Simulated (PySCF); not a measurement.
From one molecule to another.

First species: YF3 (singlet state).
Structure used (PBE0-D3(BJ)/def2-SVP), in Å, numbered top down from 1:
```xyz
4
YF3 angstrom
Y      0.015    0.001   -0.023
F      1.891    0.009    0.658
F     -0.962    1.712   -0.319
F     -0.944   -1.721   -0.315
```

Second species: Bis(5-chloropentyl)phosphine oxide, C₁₀H₂₁Cl₂OP.
InChI=1S/C10H21Cl2OP/c11-7-3-1-5-9-14(13)10-6-2-4-8-12/h14H,1-10H2

Levels: B3LYP/def2-SVPD for HOMO energy, LUMO energy, HOMO–LUMO gap and static isotropic polarisability; TDDFT B3LYP/def2-SVPD for lowest singlet excitation; TDA B3LYP/def2-SVPD for lowest triplet excitation (Tamm–Dancoff). Geometries: PBE0-D3(BJ)/def2-SVP. All species are isolated and taken at one optimised geometry (atoms past krypton carry core potentials, spin–orbit coupling is left out). Electronic properties by PySCF.

```
                                property  column X   column Y
                             HOMO energy  -7.37 eV  -10.38 eV
                             LUMO energy   0.07 eV   -2.80 eV
                           HOMO–LUMO gap   7.44 eV    7.58 eV
               lowest singlet excitation   6.75 eV    6.42 eV
lowest triplet excitation (Tamm–Dancoff)   6.54 eV    6.38 eV
         static isotropic polarisability  179.2 au    30.7 au
```

**Question.** Which column belongs to which species?

**Answer.** Column X is the second species and column Y the first. The first has 4 atoms and 66 electrons, the second 35 and 138.

**Question.** How does each property change from the first species to the second?

**Answer.** HOMO energy +3.01 eV; LUMO energy +2.87 eV; HOMO–LUMO gap -0.14 eV; lowest singlet excitation +0.33 eV; lowest triplet excitation (Tamm–Dancoff) +0.16 eV; static isotropic polarisability +148.5 au.

On the first: The 10 singlets span 6.42 to 8.23 eV, and their oscillator strengths add up to 0.06. S1 lies 1.16 eV below the HOMO–LUMO gap. Atoms past krypton carry effective core potentials; spin–orbit coupling is left out.

On the second: S1 lies 0.69 eV below the HOMO–LUMO gap; its leading configuration is HOMO→LUMO, weight 0.36, beside HOMO→LUMO+1, weight 0.36. The polarisability is 26.56 Å³ as a volume (1 au = 0.148185 Å³), or 1.30 au for each of the 138 electrons.
